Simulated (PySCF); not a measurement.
Simulation results for B$_{2}$FHN, BH$_{2}$O, B$_{2}$H$_{3}$O$_{2}$, CH$_{4}$BO

Calculation on a computer-drawn molecule: optimised geometry and harmonic frequencies of an isolated molecule of the commonest isotopes, restricted reference for singlets and unrestricted otherwise, frozen core in MP2. Program: PySCF 2.14.0.

Common to all runs: charge 0; multiplicity 2; method HF; basis cc-pVDZ.

(1) B$_{2}$FHN

Start structure:
```xyz
5
B2FHN
B     -0.9420     1.9314     1.4255
N     -0.4587     1.8876     0.2680
B      0.2800     1.6835    -0.8709
F     -0.0972     1.9775    -2.1605
H     -1.3277     2.0735     2.5349
```

| Item | Value |
| --- | --- |
| rotational constants | 100.6, 4.433, 4.246 GHz |
| total energy | -203.8913 hartree |
| spin squared | 0.7583 |
| convergence status largest gradient component | 6.313e-06 hartree/bohr |

Drawn bonds:
```
atom  other atom  order
   1           2      1
   2           3      2
   3           4      1
   1           5      1
```

Optimised structure:
```xyz
5
B2FHN
B     -0.9041     1.9646     1.4210
N     -0.4093     1.8610     0.2841
B      0.3038     1.6640    -0.8977
F     -0.1571     1.9971    -2.0963
H     -1.3789     2.0667     2.4860
```

Modes:
```
frequency (cm⁻¹)  reduced mass (dalton)
           168.3                  4.596
           184.8                  4.928
           531.1                  10.81
           798.5                  1.341
           838.4                   1.35
            1035                  9.874
            1369                  10.78
            2009                  5.629
            3000                  1.191
```

(2) BH$_{2}$O

Start structure:
```xyz
4
BH2O
B      0.8195    -0.1521     0.7178
O      0.3806    -1.3814     0.3758
H      1.3198    -0.0140     1.7784
H     -0.0281    -1.5918    -0.5012
```

| Quantity | Value |
| --- | --- |
| rotational constants | 355.8, 33.92, 30.97 GHz |
| total energy | -100.6945 hartree |
| spin squared | 0.7534 |
| convergence status largest gradient component | 1.429e-05 hartree/bohr |

Drawn bonds:
```
atom  other atom  order
   1           2      1
   1           3      1
   2           4      1
```

Optimised structure:
```xyz
4
BH2O
B      0.8048    -0.2108     0.6984
O      0.3788    -1.4370     0.3857
H      1.3137     0.0167     1.7628
H     -0.0055    -1.5081    -0.4761
```

Modes:
```
frequency (cm⁻¹)  reduced mass (dalton)
           780.2                  1.079
           959.7                    1.1
            1195                  1.264
            1386                  9.215
            2690                  1.095
            4151                  1.066
```

(3) B$_{2}$H$_{3}$O$_{2}$

Start structure:
```xyz
7
B2H3O2
B      0.8312     0.1257     0.5139
O     -0.1211     0.9461     0.8232
B     -1.0597     1.7941     1.0940
O     -2.2453     1.6990     0.3248
H      1.0730    -0.8899     0.9360
H     -1.0070     2.6308     1.9386
H     -2.9709     2.2697     0.5055
```

| Item | Value |
| --- | --- |
| rotational constants | 27.1, 5.899, 4.882 GHz |
| total energy | -200.9295 hartree |
| spin squared | 0.7532 |
| convergence status largest gradient component | 1.727e-05 hartree/bohr |

Drawn bonds:
```
atom  other atom  order
   1           2      1
   2           3      1
   3           4      1
   1           5      1
   3           6      1
   4           7      1
```

Optimised structure:
```xyz
7
B2H3O2
B      0.4102     0.0286     0.3695
O     -0.1063     0.8624     1.2872
B     -1.1034     1.7990     1.2122
O     -2.0463     1.6941     0.2578
H      1.1536    -0.8626     0.6897
H     -1.1109     2.6760     2.0286
H     -2.6969     2.3779     0.2910
```

Modes:
```
frequency (cm⁻¹)  reduced mass (dalton)
           108.6                   3.56
             229                  3.551
           287.3                  1.175
           585.8                  4.792
           604.9                  1.162
           952.1                  1.751
            1017                  1.618
            1083                  1.217
            1135                  1.471
            1263                   2.08
            1422                  5.891
            1488                  5.105
            2665                  1.093
            2741                  1.096
            4185                  1.067
```

(4) CH$_{4}$BO

Start structure:
```xyz
7
CH4BO
B     -0.6337    -2.2078    -0.0308
O     -0.5401    -1.7227     1.1980
C     -1.1957    -0.5714     1.8002
H     -1.3752    -1.7701    -0.8263
H     -0.4296     0.2104     2.0650
H     -1.8347    -0.1129     1.0847
H     -1.6933    -0.9293     2.6475
```

| Quantity | Value |
| --- | --- |
| rotational constants | 54.96, 11.37, 10.01 GHz |
| total energy | -139.7149 hartree |
| spin squared | 0.7541 |
| convergence status largest gradient component | 5.47e-06 hartree/bohr |

Drawn bonds:
```
atom  other atom  order
   1           2      1
   2           3      1
   1           4      1
   3           5      1
   3           6      1
   3           7      1
```

Optimised structure:
```xyz
7
CH4BO
B     -0.6492    -2.1816     0.0086
O     -0.4809    -1.7074     1.2341
C     -1.1638    -0.5896     1.7648
H     -1.4082    -1.7160    -0.8072
H     -0.4304     0.1602     2.0574
H     -1.8513    -0.1630     1.0340
H     -1.7185    -0.9064     2.6466
```

Modes:
```
frequency (cm⁻¹)  reduced mass (dalton)
             108                  1.248
           404.6                  2.613
           573.5                  1.432
            1038                  3.594
            1069                    1.5
            1274                   1.27
            1275                  1.407
            1451                  4.783
            1594                  1.047
            1599                  1.171
            1609                  1.114
            2633                  1.094
            3198                  1.031
            3289                  1.108
            3294                  1.108
```
